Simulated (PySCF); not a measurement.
C2H6Se, SMILES C[Se]C. Atoms are numbered in the order given.

```xyz
9

C     -1.4653     0.0000    -0.8263
Se     0.0000     0.0000     0.4769
C      1.4653     0.0000    -0.8263
H     -1.4168     0.8938    -1.4449
H     -2.3942     0.0000    -0.2599
H     -1.4168    -0.8938    -1.4449
H      1.4168    -0.8938    -1.4449
H      1.4168     0.8938    -1.4449
H      2.3942     0.0000    -0.2599
```
Charge 0, spin multiplicity 1.

The structure is a stationary point at B3LYP-D3(BJ)/def2-TZVP.

All values below come from PySCF with PBE0/pcSseg-1.

GIAO shieldings, no solvent; atoms alike by connectivity are averaged. δ = σ(ref) − σ: ¹³C against TMS (σ = 186.3 ppm); ¹H against TMS (σ = 31.56 ppm), references at their B3LYP-D3(BJ)/def2-TZVP geometries, non-relativistic.

Computed chemical shifts:
```csv
nucleus,atoms,count,δ (ppm)
¹³C,"C1, C3",2,16.8
¹H,"H4, H5, H6, H7, H8, H9",6,1.77
```
